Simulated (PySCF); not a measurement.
PySCF input file for F2Si, SMILES F[Si]F (connectivity only; charge and spin as stated), charge +1, multiplicity 2, C-PCM-B3LYP/def2-SVP. Coordinates come from a B3LYP-D3(BJ)/def2-TZVP optimisation. The isomer is the one that the SMILES or the coordinates give; other isomers of the formula were not compared.

```python
import numpy as np
from pyscf import gto, scf, dft
from pyscf.solvent import pcm

mol = gto.M(
    atom='''
    F     0.00000000   -1.33442535    0.33624487
    Si    0.00000000    0.00000000   -0.43231484
    F     0.00000000    1.33442535    0.33624487
    ''',
    basis='def2-SVP',
    charge=1,
    spin=1,
    max_memory=1600,
    verbose=3,
)
mf = dft.UKS(mol, xc='b3lyp').density_fit(auxbasis='def2-universal-jkfit')
mf.grids.level = 3
mf.conv_tol = 1e-9
mf.max_cycle = 100
mf.kernel()
fine, coarse = mf.grids, dft.Grids(mol).set(level=1).build(with_non0tab=True)
for _ in range(3):  # follow internal instabilities
    mf.grids = coarse
    mo, _, stable, _ = mf.stability(return_status=True, nroots=4)
    mf.grids = fine
    if stable:
        break
    mf.kernel(mf.make_rdm1(mo, mf.mo_occ))
res = {}
for name, eps in {'water': 78.355, 'diethylether': 4.24, '2-propanol': 19.264}.items():
    s = mf.PCM()
    s.with_solvent.method, s.with_solvent.eps, s.with_solvent.lebedev_order = 'C-PCM', eps, 29
    s.kernel(mf.make_rdm1())
    res[name] = (s.e_tot, eps, s.dip_moment(), s.mo_energy, s.converged)
    print(f'{name}: electrostatic solvation free energy {(s.e_tot - mf.e_tot) * 627.509474:.3f} kcal/mol')
```

Program output:

```

WARN: HOMO -0.25906409362436 >= LUMO -0.25906409362436

converged SCF energy = -488.630482596289  <S^2> = 0.75171695  2S+1 = 2.0017162
<class 'pyscf.df.df_jk.DFUKS'> wavefunction is stable in the internal stability analysis

WARN: PCM is an experimental feature. It is still in testing.
Features and APIs may be changed in the future.

converged SCF energy = -488.735976195389  <S^2> = 0.75159281  2S+1 = 2.0015922

WARN: System has nonzero charge 1; the dipole moment is origin-dependent.
Location of origin: [0. 0. 0.]

Dipole moment(X, Y, Z, Debye): -0.00000,  0.00000, -3.12145
water: electrostatic solvation free energy -66.198 kcal/mol

WARN: PCM is an experimental feature. It is still in testing.
Features and APIs may be changed in the future.

converged SCF energy = -488.712050535152  <S^2> = 0.7516217  2S+1 = 2.001621

WARN: System has nonzero charge 1; the dipole moment is origin-dependent.
Location of origin: [0. 0. 0.]

Dipole moment(X, Y, Z, Debye): -0.00000,  0.00000, -3.06528
diethylether: electrostatic solvation free energy -51.185 kcal/mol

WARN: PCM is an experimental feature. It is still in testing.
Features and APIs may be changed in the future.

converged SCF energy = -488.731773670169  <S^2> = 0.75159791  2S+1 = 2.0015973

WARN: System has nonzero charge 1; the dipole moment is origin-dependent.
Location of origin: [0. 0. 0.]

Dipole moment(X, Y, Z, Debye):  0.00000,  0.00000, -3.11140
2-propanol: electrostatic solvation free energy -63.561 kcal/mol
```

The run converged.

Cost: roughly 8 core-seconds.
